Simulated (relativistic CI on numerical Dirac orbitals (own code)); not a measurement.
**Cr⁵⁺ in a cubic cluster: 3p photoemission with charge transfer**

Computed with a charge-transfer multiplet model of a cubic metal-ligand cluster with up to 2 ligand holes, Slater and spin-orbit integrals from Dirac-Coulomb-Breit ions, Slater integrals scaled by 0.7. The ground state mixes d1 with configurations of k ligand holes L, whose averages lie at kΔ + k(k − 1)U_dd/2; a core hole lowers each added d electron by U_cd. 20 K, Lorentzian 0.9 eV and Gaussian 0.8 eV FWHM.

Atomic integrals in eV (Slater integrals scaled, ζ unscaled), ground: F2dd 8.205, F4dd 5.167, zeta_d 0.045; with the core hole: F2dd 8.205, F4dd 5.167, zeta_d 0.049, zeta_core 0.782, F2cd 9.510, G1cd 11.531, G3cd 7.214. Where a configuration has fewer than two d electrons, the dd integrals are those of d2.

Cluster parameters (eV): Δ = -1.4, U_dd = 6.6, U_cd = 7.7, 10Dq(ligand) = 1.2, V(eg) = 1.55, V(t2g) = -0.83, final-state hopping factor = 1.

```csv
Case,n_d,d1,d2L,d3L2,S
10Dq = 1 eV,1.97,0.19,0.64,0.16,0.50
10Dq = 1.3 eV,1.96,0.20,0.64,0.16,0.50
10Dq = 1.9 eV,1.96,0.20,0.65,0.16,0.50
```

Weights, n_d and S are thermal averages at 20 K. Binding energies count from the first peak over 30 % of the highest in each spectrum, which can be another peak from case to case. The parameters are a model scan and need not match a compound or its usual spin state. Peaks in eV (height, largest 100):
- 10Dq = 1 eV: 0.0 (100), 3.4 (64), 9.8 (46), 14.1 (16), 18.4 (17)
- 10Dq = 1.3 eV: 0.0 (100), 3.3 (62), 6.5 (29), 9.7 (45), 14.0 (16), 18.3 (16)
- 10Dq = 1.9 eV: 0.0 (83), 1.2 (100), 4.4 (58), 7.8 (29), 10.9 (41), 15.4 (15), 19.4 (15)

Curve for 10Dq = 1.3 eV (points under 2 left out, the grid thinned):

| E (eV) | Intensity |
| --- | --- |
| -5.7 | 2.8 |
| -5.0 | 3.7 |
| -4.2 | 5.7 |
| -3.5 | 9.3 |
| -2.8 | 19.9 |
| -2.1 | 53.9 |
| -1.3 | 90.0 |
| -0.6 | 94.2 |
| 0.1 | 99.6 |
| 0.8 | 85.0 |
| 1.6 | 70.5 |
| 2.3 | 62.1 |
| 3.0 | 61.3 |
| 3.8 | 58.4 |
| 4.5 | 43.0 |
| 5.2 | 32.6 |
| 5.9 | 28.6 |
| 6.7 | 28.4 |
| 7.4 | 27.3 |
| 8.1 | 32.9 |
| 8.8 | 41.3 |
| 9.6 | 44.5 |
| 10.3 | 42.4 |
| 11.0 | 35.3 |
| 11.8 | 25.6 |
| 12.5 | 20.6 |
| 13.2 | 16.5 |
| 13.9 | 15.5 |
| 14.7 | 13.9 |
| 15.4 | 12.4 |
| 16.1 | 11.7 |
| 16.8 | 13.2 |
| 17.6 | 14.9 |
| 18.3 | 16.2 |
| 19.0 | 13.3 |
| 19.8 | 9.8 |
| 20.5 | 8.2 |
| 21.2 | 7.2 |
| 21.9 | 5.3 |
| 22.7 | 2.8 |
| 23.4 | 2.1 |
| 24.1 | 2.4 |
| 24.8 | 3.4 |
| 25.6 | 3.9 |
| 26.3 | 2.2 |

For the case 10Dq = 1.9 eV, Δ = -1.4 eV is smaller than U_dd = 6.6 eV, the charge-transfer side of the Zaanen-Sawatzky-Allen scheme (negative Δ: between configuration averages a ligand hole costs less than the nominal valence; multiplet and field energies can change this for the lowest states). With the core hole the average of the configuration with one ligand hole lies at Δ − U_cd = -9.1 eV before mixing: it lies below the unscreened one, so the lowest final states are mostly screened and the unscreened weight appears at higher binding energy as a satellite.

With at most 2 ligand holes the space is cut while the next configuration still counts, so covalency is underestimated, and a final configuration with one more ligand hole, which can lie low, is missing from the spectra.
